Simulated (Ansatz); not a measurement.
Spin states of GeSe₂ (the lowest singlet isomer of a short search), each relaxed with r2SCAN-D4/def2-TZVP in Ansatz. Electronic energies in the gas phase.

The 6-31G sets use Cartesian d functions. LC-ωPBE has ω = 0.4 bohr⁻¹. B3LYP takes the VWN-RPA correlation. Correlated methods freeze 27 core orbitals; core or outer-core shells of Ge, Se are correlated, in sets that lack core-valence functions. The structure comes from a short search, and lower isomers may exist.

Singlet geometry (C2v within 0.1 Å):

```xyz
3

Ge    1.073   -0.429   -0.680
Se   -1.200   -0.685   -0.140
Se    0.127    1.114    0.820
```

Triplet geometry (C2v within 0.1 Å):

```xyz
3

Ge   -0.0459   -0.1255    1.5073
Se    1.0868    0.4364   -0.6901
Se   -1.0408   -0.3109   -0.8172
```

Quintet geometry (C2v within 0.1 Å):

```xyz
3

Ge    0.885    0.642    0.445
Se    0.206   -0.232   -1.639
Se   -1.091   -0.410    1.194
```

⟨S²⟩: triplet 2.01 at PBE0-D4/def2-TZVP (pure 2.00), quintet 6.02 at PBE0-D4/def2-TZVP (pure 6.00).

Only these spin states were relaxed. The quintet has other bonds than the singlet, so the gap mixes isomer and spin.

| level | triplet − singlet (kcal/mol) | quintet − singlet (kcal/mol) | lowest of these |
| --- | --- | --- | --- |
| HF/6-31G | 18.9 | 38.6 | singlet |
| PBE-D4/def2-TZVP | 29.5 | 78.3 | singlet |
| r2SCAN-D4/def2-TZVP | 28.1 | 76.0 | singlet |
| B3LYP-D4/6-31G | 28.1 | 65.5 | singlet |
| PBE0-D4/def2-TZVP | 28.8 | 80.3 | singlet |
| r2SCAN0-D4/def2-TZVP | 27.2 | 77.4 | singlet |
| LC-ωPBE/def2-TZVP | 28.6 | 84.2 | singlet |
| PBE-QIDH/def2-TZVP | 30.6 | 87.1 | singlet |

Change of the quintet − singlet gap on mixing in exact exchange, in kcal/mol: PBE to PBE0 (25 % exact exchange) 2.0; r2SCAN to r2SCAN0 (25 % exact exchange) 1.4.
